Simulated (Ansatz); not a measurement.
C₁₃H₁₂IO, that is (4-methoxyphenyl)phenyliodonium with one electron more. Total charge 0; doublet. Geometry PBE-D4/def2-SVP; atoms count from 1.

```xyz
27

C     3.736    0.036   -2.076
O     3.215   -0.590   -0.919
C     2.382    0.125   -0.116
C     1.991    1.459   -0.354
C     1.125    2.108    0.545
C     0.652    1.430    1.674
I    -0.694    2.393    2.998
C    -2.236    0.098    0.851
C    -3.443   -0.386    1.325
C    -4.125   -1.308    0.501
C    -3.575   -1.691   -0.734
C    -2.344   -1.163   -1.163
C    -1.645   -0.241   -0.354
C     1.034    0.098    1.918
C     1.894   -0.547    1.027
H     4.349    0.931   -1.825
H     2.930    0.343   -2.782
H     4.381   -0.712   -2.574
H     2.352    2.010   -1.233
H     0.824    3.147    0.350
H    -3.862   -0.074    2.296
H    -5.091   -1.727    0.830
H    -4.112   -2.410   -1.371
H    -1.919   -1.470   -2.133
H    -0.675    0.175   -0.671
H     0.652   -0.441    2.796
H     2.205   -1.589    1.195
```

In the def2 sets I takes a core potential; there is no spin–orbit coupling. In the doublet geometry the species has come apart into loosely held pieces.

Q: Estimate the Mulliken populations from the PBE0/def2-SVP orbitals of Ansatz.

A: 
```csv
atom,charge (e),spin (α − β)
C1,0.09,0.00
O2,-0.35,0.00
C3,0.21,0.00
C4,-0.12,0.00
C5,0.01,0.00
C6,-0.20,0.00
I7,0.06,0.02
C8,0.03,1.02
C9,-0.06,-0.10
C10,-0.04,0.08
C11,-0.03,-0.06
C12,-0.03,0.08
C13,-0.06,-0.10
C14,0.03,0.00
C15,-0.04,0.00
H16,0.05,0.00
H17,0.05,0.00
H18,0.07,0.00
H19,0.02,0.00
H20,0.04,0.00
H21,0.04,0.02
H22,0.03,0.01
H23,0.03,0.00
H24,0.03,0.01
H25,0.05,0.02
H26,0.04,0.00
H27,0.04,0.00
```
Mulliken values depend strongly on the basis.

Q: Where does the spin sit?

A: Summed by element: C 0.91, O 0.00, I 0.02, H 0.07, of 1 unpaired in all. Largest on single atoms: C8 1.02, C13 -0.10, C9 -0.10.

Q: And the Mayer bond orders between heavy atoms (over 0.3)?

A: C1–O2 0.95 (1.41 Å); O2–C3 1.11 (1.36 Å); C3–C4 1.31 (1.41 Å); C3–C15 1.35 (1.41 Å); C4–C5 1.38 (1.41 Å); C5–C6 1.41 (1.40 Å); C6–I7 1.03 (2.12 Å); C6–C14 1.36 (1.41 Å); C8–C9 1.44 (1.38 Å); C8–C13 1.43 (1.38 Å); C9–C10 1.39 (1.41 Å); C10–C11 1.41 (1.41 Å); C11–C12 1.40 (1.41 Å); C12–C13 1.39 (1.41 Å); C14–C15 1.43 (1.40 Å).
